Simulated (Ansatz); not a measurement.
Reaction (cleavage of the B–Si bond): `B[SiH2]F` + `O=[C](O)[GeH3]` → `BO[C](=O)[GeH3]` + `F[SiH3]`

Calculated with Ansatz (gas phase, PBE0-D4/def2-TZVP geometries, no zero-point term in ΔE). CCSD(T)/CBS is the MP2 limit (def2-TZVPP, def2-QZVPP) plus CCSD(T) − MP2 in def2-TZVPP, frozen cores. This one scheme is used for every species. DFT in def2-TZVPP. B3LYP here is the variant with VWN-RPA as its local correlation; programs differ in this. HSE06 is defined as in plane-wave codes. For Ge outer-core shells are correlated without core-valence functions, which leaves a few kJ/mol of doubt a bond. Scalar relativity is left out up to krypton. One conformer a species, not always the lowest.

**Question.** Is it downhill or uphill in electronic energy at CCSD(T)/CBS, and by how much? (Best estimate.)

**Answer.** Computed: Downhill: ΔE = -133.6 kJ/mol.

**Question.** What do these levels give: r2SCAN-D4, PBE0-D4, HSE06-D4, CAM-B3LYP-D4, B3LYP, HSE06, LC-ωPBE, MP2/def2-TZVPP, MP2/def2-QZVPP, SCS-MP2/def2-QZVPP, HF/CBS(def2), CCSD/CBS(def2)? (An estimate is asked.)

**Answer.** Ansatz gave: r2SCAN-D4 -126.9, PBE0-D4 -121.0, HSE06-D4 -121.0, CAM-B3LYP-D4 -137.2, B3LYP -131.9, HSE06 -120.1, LC-ωPBE -123.9, MP2/def2-TZVPP -141.5, MP2/def2-QZVPP -140.8, SCS-MP2/def2-QZVPP -141.5, HF/CBS(def2) -142.7, CCSD/CBS(def2) -132.7 kJ/mol.

Largest T1 diagnostic among the species: 0.015.

Leaving LDA and LC-ωPBE aside and taking each functional with its dispersion term where it has one, the values, not all of them listed here, spread over 19.8 kJ/mol, from BHLYP-D4 to PBE-D4. LDA lies −6.2 kJ/mol from PBE without D4. From PBE to PBE0 (25 % exact exchange), in def2-TZVPP and without D4, ΔE moves by −3.2 kJ/mol. At CCSD(T), def2-SVP lies −15.1 kJ/mol from the extrapolated value and def2-TZVPP −2.0 kJ/mol.
